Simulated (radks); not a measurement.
Results of a calculation; reference values are marked as such.
Spin polarisation of the 4f12 shell in neutral erbium. Start: [Xe] 4f(up 6, down 6) 6s2; electrons of 4f are moved from spin down to spin up, other shells keep equal spins. Level of theory: non-relativistic Kohn-Sham, PBE, spin-polarised, spherical densities, point nucleus (a radial shooting solver on a logarithmic mesh with Libxc functionals).

[
 {"moment (Bohr magnetons)": "0", "E - E(0) (eV)": "0.000", "e(4f up) (eV)": "-7.342", "e(4f down) (eV)": "-7.342", "6s down minus up (eV)": "0.000", "5p down minus up (eV)": "0.000", "5s down minus up (eV)": "0.000"},
 {"moment (Bohr magnetons)": "0.5", "E - E(0) (eV)": "-0.049", "e(4f up) (eV)": "-7.536", "e(4f down) (eV)": "-7.142", "6s down minus up (eV)": "0.010", "5p down minus up (eV)": "0.130", "5s down minus up (eV)": "0.172"},
 {"moment (Bohr magnetons)": "1", "E - E(0) (eV)": "-0.197", "e(4f up) (eV)": "-7.725", "e(4f down) (eV)": "-6.935", "6s down minus up (eV)": "0.020", "5p down minus up (eV)": "0.261", "5s down minus up (eV)": "0.344"},
 {"moment (Bohr magnetons)": "1.5", "E - E(0) (eV)": "-0.444", "e(4f up) (eV)": "-7.907", "e(4f down) (eV)": "-6.723", "6s down minus up (eV)": "0.030", "5p down minus up (eV)": "0.391", "5s down minus up (eV)": "0.516"},
 {"moment (Bohr magnetons)": "2", "E - E(0) (eV)": "-0.790", "e(4f up) (eV)": "-8.083", "e(4f down) (eV)": "-6.504", "6s down minus up (eV)": "0.040", "5p down minus up (eV)": "0.522", "5s down minus up (eV)": "0.688"}
]

At moment 2 the spin-polarisation energy is -0.790 eV and the 4f exchange splitting 1.579 eV, that is 0.789 eV per Bohr magneton; E = -I m^2/4 would give I = 0.790 eV.
